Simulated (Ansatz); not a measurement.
Species: C$_{4}$H$_{2}$BrSe (charge 0, doublet). It need not be the lowest isomer of its formula. 
Coordinates optimised at B3LYP-D3(BJ)/def2-TZVP (Ansatz, a program for electronic structure):
```xyz
8

Br     2.2767    -0.5910    -0.1720
C      0.4072    -0.2785    -0.0259
C     -0.5156    -1.3804     0.0815
C     -1.7778    -0.9343     0.1735
Se    -1.9964     0.9098     0.1399
C     -0.1154     0.9699    -0.0177
H     -0.2060    -2.4146     0.0849
H      0.4087     1.9078    -0.0874
```
Charge 0, spin multiplicity 2.

Quantity: atomisation energy (electronic, to ground-state atoms), in kcal/mol. Valence correlation only, unless marked. Open shells are spin-unrestricted. No spin-orbit coupling. Frozen are the shells of the preceding noble gas and the d and f shells that filled before the atom's block. No relativistic terms. The coupled-cluster limit lacks core correlation, which all-electron functionals hold. Basis-set limits of correlation are two-point, X^-3; Hartree-Fock from the larger set.

The UHF reference is spin-contaminated (<S^2> 0.44 over the pure value in the largest basis). 

```tsv
level	program	atomisation energy (kcal/mol)
PBE/def2-TZVPD	Ansatz	825.8
BLYP-D4/def2-TZVPD	Ansatz + dftd4	791.3
revPBE/def2-TZVPD	Ansatz	…
B3LYP-D4/def2-TZVPD	Ansatz + dftd4	…
PBE0/6-31G*	Ansatz	…
PBE0/def2-SVP	Ansatz	809.4
PBE0/def2-QZVPP	Ansatz	…
RPA@PBE/cc-pVTZ	Ansatz	702.6
CCSD/cc-pVTZ	Ansatz	730.2
CCSD(T)/CBS(cc-pVTZ,cc-pVQZ)	Ansatz	779.9
```

Complete the blanks.


- revPBE/def2-TZVPD, atomisation energy (kcal/mol): 786.5
- B3LYP-D4/def2-TZVPD, atomisation energy (kcal/mol): 783.5
- PBE0/6-31G*, atomisation energy (kcal/mol): 796.6
- PBE0/def2-QZVPP, atomisation energy (kcal/mol): 800.5
